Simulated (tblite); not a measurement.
Record of a relaxation.

C8H13BS.
Atom-mapped SMILES: `[CH3:1][C:2]#[C:3][C@@H:4]1[S:5][CH2:6][CH2:7][BH:8][C@@H:9]1[CH3:10]` (hydrogens: H11, H12, H13 on C1; H14 on C4; H15, H16 on C6; H17, H18 on C7; H19 on B8; H20 on C9; H21, H22, H23 on C10)

Computed with GFN2-xTB (tblite), gas phase: L-BFGS steps from a force-field or distance-geometry start until the largest atomic force falls under 0.01 eV/Å. 3 of its 114 geometries are shown.

Step 0: E = -765.4730 eV, largest atomic force 4.172 eV/Å
```
atom  x, y, z in Å  |  force x, y, z in eV/Å
C1      4.418   -0.300    0.194   -0.996   0.449   0.897
C2      2.925   -0.304    0.254    4.167  -0.150  -0.130
C3      1.752   -0.331    0.341   -3.037  -0.234   0.155
C4      0.307   -0.334    0.432   -0.228  -0.340   1.262
S5     -0.473   -1.444   -0.765    0.477  -1.771  -1.273
C6     -2.208   -1.579   -0.254    0.155  -1.131   1.446
C7     -2.823   -0.277    0.139   -1.738   0.970   0.969
B8     -1.847    0.802    0.727    0.231   0.519   1.083
C9     -0.348    1.009    0.238   -1.046   0.686  -0.220
C10    -0.455    1.376   -1.226   -0.119   1.043  -0.914
H11     4.792    0.513    0.862   -0.290  -0.412  -0.568
H12     4.710   -0.094   -0.833    0.162  -0.200   0.143
H13     4.848   -1.235    0.600   -0.409   0.363  -0.534
H14    -0.055   -0.690    1.431    0.730  -0.128  -0.338
H15    -2.169   -2.198    0.689    0.028   0.244  -0.762
H16    -2.827   -2.145   -0.960    0.642   0.185  -0.189
H17    -3.549   -0.513    0.980    0.376   0.197  -0.850
H18    -3.484    0.154   -0.650    0.618  -0.238   0.247
H19    -2.129    1.346    1.746   -0.216   0.017  -0.342
H20     0.160    1.828    0.761    0.189  -0.300   0.107
H21     0.525    1.725   -1.637   -0.885  -0.382   0.132
H22    -0.872    0.516   -1.794    0.538   0.926   0.096
H23    -1.202    2.202   -1.265    0.651  -0.314  -0.417
```

Step 56: E = -766.4307 eV, largest atomic force 0.151 eV/Å
```
atom  x, y, z in Å  |  force x, y, z in eV/Å
C1      4.292   -0.230    0.006    0.000  -0.002  -0.015
C2      2.852   -0.338    0.145   -0.001   0.043  -0.013
C3      1.656   -0.394    0.244    0.071   0.001   0.059
C4      0.226   -0.467    0.451    0.035  -0.029  -0.032
S5     -0.538   -1.643   -0.750   -0.074  -0.005   0.039
C6     -2.171   -1.726    0.062    0.028   0.004  -0.020
C7     -2.870   -0.365    0.084   -0.012  -0.046  -0.045
B8     -2.025    0.861    0.602   -0.092  -0.115   0.033
C9     -0.459    0.911    0.380   -0.033  -0.017   0.053
C10    -0.232    1.576   -0.990    0.018  -0.014  -0.016
H11     4.677    0.592    0.612   -0.103   0.002  -0.016
H12     4.555   -0.048   -1.036   -0.033   0.008  -0.008
H13     4.784   -1.148    0.329   -0.104  -0.038   0.003
H14     0.036   -0.919    1.434    0.041   0.043  -0.011
H15    -2.030   -2.110    1.076    0.058   0.033  -0.026
H16    -2.740   -2.464   -0.506    0.027   0.047  -0.007
H17    -3.832   -0.476    0.594    0.064  -0.007   0.035
H18    -3.124   -0.113   -0.953   -0.003   0.037  -0.018
H19    -2.584    1.774    1.075    0.028   0.064  -0.026
H20     0.046    1.542    1.118    0.025   0.031   0.106
H21     0.832    1.609   -1.213    0.036  -0.001  -0.009
H22    -0.733    1.012   -1.772    0.028  -0.007  -0.047
H23    -0.622    2.592   -0.983   -0.003  -0.032  -0.020
```

Step 113: E = -766.4570 eV, largest atomic force 0.008 eV/Å
```
atom  x, y, z in Å  |  force x, y, z in eV/Å
C1      4.241   -0.228   -0.089    0.003  -0.001  -0.002
C2      2.813   -0.319    0.119    0.004  -0.002  -0.004
C3      1.631   -0.392    0.308    0.000   0.007   0.004
C4      0.204   -0.468    0.517   -0.001   0.000   0.001
S5     -0.527   -1.641   -0.710    0.000  -0.003  -0.001
C6     -2.167   -1.741    0.074    0.001   0.000  -0.003
C7     -2.891   -0.397    0.061    0.002   0.001   0.002
B8     -2.062    0.867    0.500   -0.002   0.001   0.007
C9     -0.482    0.905    0.430    0.000   0.001  -0.002
C10    -0.107    1.600   -0.894    0.000   0.000  -0.001
H11     4.652    0.597    0.492   -0.001  -0.002   0.002
H12     4.452   -0.056   -1.145   -0.002  -0.002  -0.002
H13     4.723   -1.154    0.221    0.003   0.000   0.001
H14     0.011   -0.921    1.497   -0.004   0.000   0.002
H15    -2.022   -2.100    1.095    0.002   0.004  -0.003
H16    -2.712   -2.499   -0.488   -0.001  -0.005   0.000
H17    -3.824   -0.501    0.623    0.000   0.000  -0.002
H18    -3.198   -0.185   -0.971    0.001  -0.001   0.001
H19    -2.636    1.848    0.787   -0.003   0.004   0.000
H20    -0.062    1.516    1.240   -0.001  -0.001   0.001
H21     0.970    1.741   -0.950   -0.003   0.000   0.002
H22    -0.415    0.985   -1.737   -0.001   0.001  -0.001
H23    -0.596    2.569   -0.971    0.000  -0.002  -0.001
```

**Question.** Summarise the path.

**Answer.** The energy falls by 94.93 kJ/mol from step 0 to step 113; nine tenths of that is first reached at step 32. It falls at every step. The largest force goes from 4.172 to 0.008 eV/Å. Among the bonds C1–C2 changes most, from 1.494 to 1.446 Å; the atoms move by 0.509 Å rms after alignment.

**Question.** Follow the three bonds and two angles with the largest change from start to end.

**Answer.** 
```json
{"step": "0", "E above end (kJ/mol)": "94.93", "largest force (eV/Å)": "4.172", "C1–C2 (Å)": "1.494", "C7–H17 (Å)": "1.135", "C4–S5 (Å)": "1.809", "C4–C9–B8 (°)": "104.7", "C4–S5–C6 (°)": "105.8"}
{"step": "5", "E above end (kJ/mol)": "34.12", "largest force (eV/Å)": "0.628", "C1–C2 (Å)": "1.451", "C7–H17 (Å)": "1.101", "C4–S5 (Å)": "1.887", "C4–C9–B8 (°)": "104.4", "C4–S5–C6 (°)": "99.2"}
{"step": "10", "E above end (kJ/mol)": "22.74", "largest force (eV/Å)": "0.380", "C1–C2 (Å)": "1.451", "C7–H17 (Å)": "1.092", "C4–S5 (Å)": "1.824", "C4–C9–B8 (°)": "105.3", "C4–S5–C6 (°)": "99.6"}
{"step": "15", "E above end (kJ/mol)": "19.13", "largest force (eV/Å)": "0.235", "C1–C2 (Å)": "1.444", "C7–H17 (Å)": "1.096", "C4–S5 (Å)": "1.850", "C4–C9–B8 (°)": "105.2", "C4–S5–C6 (°)": "98.4"}
{"step": "20", "E above end (kJ/mol)": "17.27", "largest force (eV/Å)": "0.124", "C1–C2 (Å)": "1.445", "C7–H17 (Å)": "1.092", "C4–S5 (Å)": "1.840", "C4–C9–B8 (°)": "105.0", "C4–S5–C6 (°)": "99.0"}
{"step": "25", "E above end (kJ/mol)": "14.69", "largest force (eV/Å)": "0.193", "C1–C2 (Å)": "1.446", "C7–H17 (Å)": "1.094", "C4–S5 (Å)": "1.857", "C4–C9–B8 (°)": "105.9", "C4–S5–C6 (°)": "97.8"}
{"step": "29", "E above end (kJ/mol)": "11.14", "largest force (eV/Å)": "0.272", "C1–C2 (Å)": "1.449", "C7–H17 (Å)": "1.092", "C4–S5 (Å)": "1.831", "C4–C9–B8 (°)": "106.9", "C4–S5–C6 (°)": "97.1"}
{"step": "34", "E above end (kJ/mol)": "7.86", "largest force (eV/Å)": "0.214", "C1–C2 (Å)": "1.444", "C7–H17 (Å)": "1.092", "C4–S5 (Å)": "1.852", "C4–C9–B8 (°)": "109.8", "C4–S5–C6 (°)": "95.4"}
{"step": "39", "E above end (kJ/mol)": "6.48", "largest force (eV/Å)": "0.087", "C1–C2 (Å)": "1.445", "C7–H17 (Å)": "1.093", "C4–S5 (Å)": "1.840", "C4–C9–B8 (°)": "111.1", "C4–S5–C6 (°)": "95.1"}
{"step": "44", "E above end (kJ/mol)": "5.78", "largest force (eV/Å)": "0.083", "C1–C2 (Å)": "1.446", "C7–H17 (Å)": "1.093", "C4–S5 (Å)": "1.842", "C4–C9–B8 (°)": "111.6", "C4–S5–C6 (°)": "95.2"}
{"step": "49", "E above end (kJ/mol)": "4.58", "largest force (eV/Å)": "0.136", "C1–C2 (Å)": "1.445", "C7–H17 (Å)": "1.095", "C4–S5 (Å)": "1.849", "C4–C9–B8 (°)": "113.1", "C4–S5–C6 (°)": "96.0"}
{"step": "54", "E above end (kJ/mol)": "3.05", "largest force (eV/Å)": "0.122", "C1–C2 (Å)": "1.453", "C7–H17 (Å)": "1.093", "C4–S5 (Å)": "1.844", "C4–C9–B8 (°)": "113.2", "C4–S5–C6 (°)": "96.4"}
{"step": "59", "E above end (kJ/mol)": "1.73", "largest force (eV/Å)": "0.115", "C1–C2 (Å)": "1.445", "C7–H17 (Å)": "1.093", "C4–S5 (Å)": "1.850", "C4–C9–B8 (°)": "114.7", "C4–S5–C6 (°)": "96.4"}
{"step": "64", "E above end (kJ/mol)": "1.00", "largest force (eV/Å)": "0.088", "C1–C2 (Å)": "1.448", "C7–H17 (Å)": "1.094", "C4–S5 (Å)": "1.848", "C4–C9–B8 (°)": "114.8", "C4–S5–C6 (°)": "96.2"}
{"step": "69", "E above end (kJ/mol)": "0.76", "largest force (eV/Å)": "0.054", "C1–C2 (Å)": "1.446", "C7–H17 (Å)": "1.093", "C4–S5 (Å)": "1.844", "C4–C9–B8 (°)": "115.2", "C4–S5–C6 (°)": "96.1"}
{"step": "74", "E above end (kJ/mol)": "0.53", "largest force (eV/Å)": "0.063", "C1–C2 (Å)": "1.447", "C7–H17 (Å)": "1.095", "C4–S5 (Å)": "1.848", "C4–C9–B8 (°)": "115.1", "C4–S5–C6 (°)": "96.0"}
{"step": "79", "E above end (kJ/mol)": "0.31", "largest force (eV/Å)": "0.039", "C1–C2 (Å)": "1.446", "C7–H17 (Å)": "1.094", "C4–S5 (Å)": "1.846", "C4–C9–B8 (°)": "115.1", "C4–S5–C6 (°)": "96.1"}
{"step": "84", "E above end (kJ/mol)": "0.23", "largest force (eV/Å)": "0.032", "C1–C2 (Å)": "1.446", "C7–H17 (Å)": "1.094", "C4–S5 (Å)": "1.848", "C4–C9–B8 (°)": "114.9", "C4–S5–C6 (°)": "96.2"}
{"step": "88", "E above end (kJ/mol)": "0.17", "largest force (eV/Å)": "0.028", "C1–C2 (Å)": "1.446", "C7–H17 (Å)": "1.094", "C4–S5 (Å)": "1.847", "C4–C9–B8 (°)": "114.7", "C4–S5–C6 (°)": "96.2"}
{"step": "93", "E above end (kJ/mol)": "0.11", "largest force (eV/Å)": "0.032", "C1–C2 (Å)": "1.446", "C7–H17 (Å)": "1.094", "C4–S5 (Å)": "1.847", "C4–C9–B8 (°)": "114.5", "C4–S5–C6 (°)": "96.0"}
{"step": "98", "E above end (kJ/mol)": "0.07", "largest force (eV/Å)": "0.018", "C1–C2 (Å)": "1.446", "C7–H17 (Å)": "1.094", "C4–S5 (Å)": "1.847", "C4–C9–B8 (°)": "114.7", "C4–S5–C6 (°)": "96.0"}
{"step": "103", "E above end (kJ/mol)": "0.05", "largest force (eV/Å)": "0.016", "C1–C2 (Å)": "1.446", "C7–H17 (Å)": "1.094", "C4–S5 (Å)": "1.847", "C4–C9–B8 (°)": "114.7", "C4–S5–C6 (°)": "96.0"}
{"step": "108", "E above end (kJ/mol)": "0.02", "largest force (eV/Å)": "0.023", "C1–C2 (Å)": "1.446", "C7–H17 (Å)": "1.094", "C4–S5 (Å)": "1.848", "C4–C9–B8 (°)": "114.9", "C4–S5–C6 (°)": "96.0"}
{"step": "113", "E above end (kJ/mol)": "0.00", "largest force (eV/Å)": "0.008", "C1–C2 (Å)": "1.446", "C7–H17 (Å)": "1.094", "C4–S5 (Å)": "1.847", "C4–C9–B8 (°)": "114.9", "C4–S5–C6 (°)": "96.1"}
```

What follows is the cost of the whole relaxation. Time: 0.89 s of wall time. Hardware: one thread of an AMD EPYC 9R45, on a shared host.
